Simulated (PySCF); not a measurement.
Two probes of the same atoms: core binding energy and nuclear shielding

Compound: C3H13OPSi2.
Cartesian coordinates in Å at the PBE0-D3(BJ)/def2-SVP level; atoms count from 1:
```
atom  x, y, z in Å
C1     1.2781   -2.1994    0.1500
C2     1.4513   -0.6971   -0.0587
Si3   -0.0401    0.3344    0.4542
Si4   -1.9612   -0.2852   -0.7630
P5    -0.3562    0.0997    2.6821
O6     0.2578    1.9702    0.2684
C7     0.3383    2.6314   -0.9612
H8     0.4017   -2.5913   -0.3917
H9     1.1392   -2.4474    1.2143
H10    2.1556   -2.7631   -0.2019
H11    1.6627   -0.4770   -1.1203
H12    2.3179   -0.3180    0.5108
H13   -1.7445   -0.3067   -2.2465
H14   -2.3975   -1.6554   -0.3448
H15   -3.0758    0.6694   -0.4670
H16   -0.9304   -1.2030    2.5449
H17   -1.6255    0.7551    2.6693
H18    0.3847    3.7161   -0.7797
H19   -0.5424    2.4337   -1.6023
H20    1.2410    2.3448   -1.5312
```

Binding energies: delta-SCF UKS SCAN, pcX-2 on the ionised atom, pcseg-1 elsewhere, spin-free X2C in PySCF. Shieldings: GIAO HF/pcSseg-1, non-relativistic, same geometry.

```csv
atom,C 1s (eV)
C1,290.76
C2,290.06
C7,292.32
```

Problem. What are the absolute isotropic shieldings of these atoms?

Solution. 
| atom | environment | C 1s (eV) | isotropic shielding (ppm) |
| --- | --- | --- | --- |
| C2 | sp3 carbon bound to silicon | 290.06 | 183.2 |
| C1 | methyl carbon | 290.76 | 183.4 |
| C7 | methoxy carbon | 292.32 | 142.3 |

Problem. Among the listed atoms, is the one with the highest binding energy also the least shielded?

Solution. Yes: C7 has both (292.32 eV, 142.3 ppm).

By binding energy: C2 < C1 < C7. By shielding: C7 < C2 ≈ C1.

One conformer (not necessarily the lowest) at the PBE0-D3(BJ)/def2-SVP geometry, without solvent, vibrations or thermal averaging.
